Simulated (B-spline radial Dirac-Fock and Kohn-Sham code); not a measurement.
Photoelectron lines of Hg⁷⁺ at 739 eV

System: the Hg⁷⁺ ion in the configuration [Xe] 4f14 5d5.

The computed values come from a radial finite-basis atomic code: the independent-particle Dirac-Slater model, thresholds from Dirac-Fock. The asymmetry parameter β is from the dipole term alone. Kinetic energies are from the vacuum level. Open shells are spread statistically over j, without multiplet splitting.

The last column is dσ/dΩ = σ/(4π) · [1 − (β/2) P₂(cos θ)] at θ = 0° from the beam of unpolarised light.

```csv
subshell,electrons,binding (eV),kinetic (eV),σ (kb),β,dσ/dΩ (kb/sr)
4p3/2,4,701.9,37.08,193,-0.05,15.7
4d3/2,4,501.2,237.8,239,0.09,18.1
4d5/2,6,481.7,257.3,382,0.39,24.4
4f5/2,6,221.7,517.3,725,0.78,35.3
4f7/2,8,217.6,521.4,?,?,?
5s,2,240.7,498.3,20.1,1.80,0.162
5p1/2,2,196.3,542.7,15.9,1.17,0.522
5p3/2,4,176.5,562.5,49.2,1.17,1.63
5d3/2,2,115.6,623.4,22.2,0.80,1.05
5d5/2,3,113.0,626.0,33.9,1.02,1.32
```

Question: What are σ and β for 4f7/2?

Answer: σ = 940 kb, the largest of all subshells and 36 % of the total, and β = 0.80, which gives dσ/dΩ = 44.9 kb/sr.

Run: 4.1 s of CPU time on 1 thread of Neoverse-V2 (shared host), peak memory 0.40 GiB.
